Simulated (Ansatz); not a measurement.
`F[SiH]([SiH3])P` + CH₃NH₂ → `CNP` + `F[SiH2][SiH3]` at 400 K and 1 bar (cleavage of the P–Si bond).

Computed with Ansatz on PBE0-D4/def2-TZVP structures; ΔE is electronic, products minus reactants. CCSD(T)/CBS adds triple-zeta CCSD(T) − MP2 to the extrapolated MP2 energy (def2 sets, frozen cores). One conformer a species, not always the lowest.

```
          species  CCSD(T)/CBS energy (Eh)  H − E (kJ/mol)  S (J/(mol·K))
`F[SiH]([SiH3])P`              -1022.55000           178.8          402.0
           CH₃NH₂                -95.75281           185.4          256.0
            `CNP`               -437.28343           213.6          313.4
  `F[SiH2][SiH3]`               -681.00067           143.3          339.5
```

H − E and S are ideal-gas, rigid-rotor, harmonic terms from PBE0-D4/def2-TZVP, for one conformer and one mirror image of each species. 1 Eh = 2625.50 kJ/mol, R = 8.31446 J/(mol·K).

Question: By hand: ΔE, ΔH, ΔS and ΔG.

Answer: ΔE = (-437.28343) + (-681.00067) − (-1022.55000) − (-95.75281) = 0.01871 Eh = 49.1 kJ/mol. Δ(H − E) = 213.6 + 143.3 − 178.8 − 185.4 = -7.3, so ΔH = 41.8 kJ/mol. ΔS = 313.4 + 339.5 − 402.0 − 256.0 = -5.1 J/(mol·K). ΔG = 41.8 − 400 × (-5.1)/1000 = 43.8 kJ/mol.

Question: By hand: the equilibrium constant, and the temperature at which ΔG would vanish if ΔH and ΔS stayed fixed.

Answer: log₁₀ K = −ΔG/(RT ln 10) = -5.7. ΔH and −TΔS have one sign here, so there is no such temperature. One of them is within its doubt of zero, so this could turn.

The number of gas molecules stays the same, so ΔS is small and ΔH decides. A doubt of 5 kJ/mol in ΔE shifts log₁₀ K by 0.7 here. Other conformers and mirror images would add mixing entropy, several J/(mol·K) or more a flexible species. These are equilibria of isolated gas molecules and say nothing of rates. Largest T1 diagnostic: 0.014 (customary marks: 0.02 for closed shells, 0.045 for open ones).
